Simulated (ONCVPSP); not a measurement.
Configuration tests for K (Z = 19) (ONCV)

ONCVPSP 4.0.1 input, shortened (lines: element, Z, core and valence counts, functional; n l f; lmax; l rc ep ncon nbas qcut; lloc lpopt rc5 dvloc0; l nproj debl; icmod fcfact rcfact), PBEsol, scalar-relativistic:

```
  K 19.00    3    3  -116133      upf
    1    0    2.00
    2    0    2.00
    2    1    6.00
    3    0    2.00
    3    1    6.00
    4    0    1.00
    2
    0    1.80    0.00    5    9    6.30
    1    2.00    0.00    4    7    6.90
    2    1.55    0.28    5    8    6.50
    4    5    1.30    1.00
    0    2    3.50
    1    1    3.30
    2    2    2.40
    2    0.65    0.80
```

Energies are relative to the spin-unpolarised reference configuration 3s2 3p6 4s1; without spin polarisation the order of configurations can differ from experiment.

Task: Give the all-electron excitation energy and the error of the potential for: 3s2 3p6 4s0; 3s2 3p6 4s0.5; 3s2 3p6 4s0 4p1; 3s2 3p5 4s1.

Result:

| valence configuration | charge | ΔE all-electron (eV) | error AE − PS (meV) |
| --- | --- | --- | --- |
| 3s2 3p6 4s0 | +1 | 4.217 | -0.1 |
| 3s2 3p6 4s0.5 | +0.5 | 1.621 | 0.0 |
| 3s2 3p6 4s0 4p1 | 0 | 1.518 | +2.2 |
| 3s2 3p5 4s1 | +1 | 24.896 | +5.5 |

Levels in the configuration 3s2 3p6 4s0:

| level | all-electron (eV) | pseudo (eV) |
| --- | --- | --- |
| 3s | -41.338 | -41.339 |
| 3p | -24.829 | -24.830 |
